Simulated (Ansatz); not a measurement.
# Cost against result

Saddle point of AlSiNH6O, closed shell (AlSiNH₆O ([NH2][Al]([OH])[SiH3]) → AlSiNH₆O ([OH][AlH][NH][SiH3]); bonds formed: Al1–H4, Si2–N3; bonds broken: Al1–Si2, N3–H4), PBE0-D4/def2-TZVP structure:

Al1  (-1.061, 0.654, 0.296)
Si2  (1.282, -0.706, -0.252)
N3  (-1.512, 0.676, -1.316)
H4  (-0.029, -0.035, -1.008)
O5  (-0.951, 0.907, 1.952)
H6  (1.002, -1.696, 0.826)
H7  (1.810, -1.423, -1.438)
H8  (2.283, 0.274, 0.241)
H9  (-2.235, 1.003, -1.937)
H10  (-0.590, 0.346, 2.635)
(Å)

Barriers are electronic and count from the start structure reached by relaxing down the imaginary mode.

Program: Ansatz 0.2.0. Basis: as named in each row. Cores are frozen in the correlated methods. B3LYP uses VWN-RPA correlation. Extrapolation: Hartree–Fock as exp(−7.88 √X), correlation as X^−2.97.

Times are rough, for one single point on 4 threads of a shared host (Arm Neoverse V2).

The estimate by CCSD(T) at an estimated basis limit (MP2 extrapolated from triple and quadruple zeta, plus CCSD(T) − MP2 in triple zeta) is 3.392 eV.

```
      method       basis  time (s)  barrier (eV)  method less estimate
          HF      STO-3G   under 1         6.904                 3.513
      PBE-D4      STO-3G   under 1         4.746                 1.355
       SPW92    def2-SVP   under 1         3.090                -0.302
    B3LYP-D4       6-31G   under 1         3.958                 0.566
      PBE-D4    def2-SVP   under 1         3.169                -0.222
       SPW92  def2-TZVPP   under 1         2.977                -0.415
     PBE0-D4    def2-SVP   under 1         3.521                 0.129
     BLYP-D4  def2-TZVPP         1         3.077                -0.314
      PBE-D4  def2-TZVPP         1         3.075                -0.317
    BHLYP-D4  def2-TZVPP         2         3.688                 0.296
    B3LYP-D4  def2-TZVPP         2         3.340                -0.052
     CCSD(T)    def2-SVP         2         3.605                 0.213
     PBE0-D4  def2-TZVPP         2         3.392                 0.001
CAM-B3LYP-D4  def2-TZVPP         2         3.494                 0.102
   r2SCAN-D4  def2-TZVPP         3         3.239                -0.152
     wB97M-V    def2-SVP         3         3.581                 0.189
  r2SCAN0-D4  def2-TZVPP         3         3.468                 0.077
      B2PLYP  def2-TZVPP         4         3.341                -0.051
    PBE-QIDH  def2-TZVPP         4         3.498                 0.106
  RPA on PBE  def2-TZVPP         4         3.360                -0.031
     wB97X-V  def2-TZVPP         5         3.566                 0.174
      B97M-V  def2-TZVPP         6         3.391                -0.001
     wB97M-V  def2-TZVPP         6         3.432                 0.040
         MP2  def2-QZVPP        13         3.283                -0.109
     CCSD(T)  def2-TZVPP        57         3.428                 0.036
```

All methods are single points on the PBE0-D4 structures.

The T1 diagnostic stays at or below 0.021.

Labels in which every atom is bracketed show which atoms are joined, not bond orders.
